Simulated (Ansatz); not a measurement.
C2H8SSi (`CCS[SiH3]`). Charge 0, multiplicity 1.

| atom | x (Å) | y (Å) | z (Å) |
| --- | --- | --- | --- |
| C1 | -1.0105 | -1.8414 | 0.1951 |
| C2 | -0.0624 | -0.7083 | -0.1397 |
| S3 | -0.6533 | 0.8359 | 0.6386 |
| Si4 | 0.8710 | 2.1579 | -0.0223 |
| H5 | -1.0672 | -2.0002 | 1.2738 |
| H6 | -0.6661 | -2.7689 | -0.2689 |
| H7 | -2.0177 | -1.6310 | -0.1701 |
| H8 | -0.0068 | -0.5569 | -1.2198 |
| H9 | 0.9430 | -0.9239 | 0.2283 |
| H10 | 0.5376 | 3.4941 | 0.5284 |
| H11 | 2.2089 | 1.7250 | 0.4650 |
| H12 | 0.9234 | 2.2177 | -1.5084 |

Give the diagnostics of a CCSD(T)/def2-TZVPP run (frozen core, Ansatz 0.2.0). (Best estimate.)

The calculation gave: T1 = 0.0102, largest single amplitude 0.013, largest double 0.022, (T) share of the correlation energy 3.9 %, 8 CCSD cycles. The RHF solution is stable towards an unrestricted one. T1 lies under the customary mark of 0.02 for closed shells.
